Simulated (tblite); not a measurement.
Compound: C5H5BrNP.
Bonds: C1–C2, C2–N3 (aromatic), N3–C4 (aromatic), C4–C5 (aromatic), C5–P6 (aromatic), P6–C7 (aromatic), C7–Br8, C2–C7 (aromatic). Hydrogens: H9, H10, H11 on C1; H12 on C4; H13 on C5.

Computed with GFN2-xTB (tblite), gas phase: L-BFGS steps from a force-field or distance-geometry start until the largest atomic force falls under 0.01 eV/Å.

Geometry at step 3:
```
atom  x, y, z in Å
C1     -1.9269   -0.7362    0.0875
C2     -0.5416   -0.1458    0.0266
N3      0.4402   -1.0174   -0.1462
C4      1.7212   -0.7097   -0.2238
C5      2.2638    0.5570   -0.1336
P6      1.2707    1.9675    0.0919
C7     -0.3052    1.2241    0.1456
Br8    -1.8130    2.4391    0.4081
H9     -2.5519   -0.3371   -0.7119
H10    -2.4054   -0.5179    1.0425
H11    -1.8871   -1.8164   -0.0294
H12     2.3818   -1.5679   -0.3660
H13     3.3490    0.6611   -0.2092
```

Question: What forces act on the atoms?

Answer: 
```tsv
atom	Fx (eV/Å)	Fy (eV/Å)	Fz (eV/Å)
C1	0.104	0.047	-0.035
C2	-0.063	-0.086	0.019
N3	-0.101	-0.262	-0.036
C4	-0.023	0.051	0.035
C5	0.008	-0.124	-0.027
P6	0.114	0.244	0.020
C7	-0.168	-0.145	0.017
Br8	0.425	-0.313	-0.080
H9	0.046	0.120	0.076
H10	0.058	0.132	-0.058
H11	0.205	0.039	-0.002
H12	-0.191	0.155	0.026
H13	-0.415	0.143	0.044
```

The largest, 0.53 eV/Å, acts on Br8; the rms over all components is 0.150 eV/Å. The forces sum to zero within rounding, as they must for an isolated molecule in no field.

Question: Give the force on Br8 in Eh/bohr and in nN.

Answer: 0.534 eV/Å ÷ 51.422 = 0.01038 Eh/bohr, and 0.534 eV/Å × 1.602 = 0.86 nN.

Question: How far is this geometry from the end of the optimisation?

Answer: 0.047 eV above it, and 0.036 Å rms away after alignment. The bonds farthest from their final lengths, with half the difference of the two atoms' forces along the bond (positive lengthens):

```
  bond  now (Å)  final (Å)  force along bond (eV/Å)
C7–Br8    1.954      1.920                    -0.29
 C1–C2    1.507      1.495                    -0.10
C5–H13    1.093      1.081                    -0.20
C4–H12    1.092      1.085                    -0.09
 C5–P6    1.740      1.734                    +0.12
 C2–C7    1.395      1.392                    -0.04
```

The angle farthest from its final value is P6–C5–H13, 119.9° against 117.4°.

Of the 3 listed bonds off by 0.010 Å or more, this force points towards the final length in 3.
